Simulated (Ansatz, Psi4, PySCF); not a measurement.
C2H2Cl, doublet (typed; the unrestricted solution is spin-contaminated), geometry from GFN2-xTB. Base run: PySCF with MP2/STO-3G.

Input for PySCF:
```python
from pyscf import gto, scf, mp

mol = gto.M(
    atom='''
C    -0.15812136    0.84949158    0.00022359
C     0.97259348    1.42818972    0.01535444
Cl   -0.33990486   -0.95740851   -0.00651845
H    -1.13412407    1.30084788   -0.01044600
H     2.02567392    1.30900905    0.02779152
''',
    basis='sto-3g',
    spin=1,
    verbose=4,
)

mf = scf.UHF(mol)
mf.kernel()

pt = mp.MP2(mf)
pt.kernel()
print('E(MP2) = %.10f' % pt.e_tot)
```

The same geometry, method and basis name were run in Ansatz (a quantum-chemistry and plane-wave program) and Psi4 and PySCF, at each program's defaults and at the settings that a row names. The base is PySCF at its defaults. Differences at the defaults can come from grids, fitting, cores and function types together.

```csv
code and settings,ΔE vs base (µEh),basis functions,E (Eh),SCF cycles
"PySCF, defaults (exact integrals, spherical functions, all electrons correlated)",0.0,21,-530.52263,16
"Psi4, defaults (density fitting with its default set, spherical functions, all electrons correlated)",-451,21,-530.52308,16
"Ansatz, defaults (factorised integrals, spherical functions, frozen core)",794,21,-530.52184,-
"PySCF, frozen core",788,21,-530.52184,16
"Psi4, exact integrals, spherical functions, frozen core",787,21,-530.52184,16
"Ansatz, high accuracy, frozen core",787,21,-530.52184,-
```

Open shells are given as the SCF converged; they aren't shown to be the lowest states, and a large step between rows can be another state.
